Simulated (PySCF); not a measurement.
## From a computed spectrum to the compound

A species of 4 atoms with charge 0 has these harmonic modes (PBE, small Gaussian bases with core potentials, PySCF 2.14.0):

| cm⁻¹ | km/mol | symmetry |
| --- | --- | --- |
| 236 | 0.0 | ag |
| 308 | 44.6 | b3u |
| 569 | 0.0 | b3g |
| 640 | 9.8 | b2u |
| 725 | 34.5 | b1u |
| 901 | 0.0 | ag |

**Question.** Which species is it, and in which structure?

**Answer.** Re2N2 (triplet):
```xyz
4

Re    0.0000    0.0000    1.3841
Re    0.0000    0.0000   -1.3841
N     1.1669    0.0000    0.0000
N    -1.1669    0.0000    0.0000
```
Ideal gas at 298.15 K and 1 bar: S = 318.7 J/(mol K), Cp = 61.6 J/(mol K), H − H(0 K) = 13.6 kJ/mol (rigid rotor, harmonic modes, spin degeneracy alone). Open shells may have lower solutions than the one found.
 The answer isn't unique; the calculation gave this one.
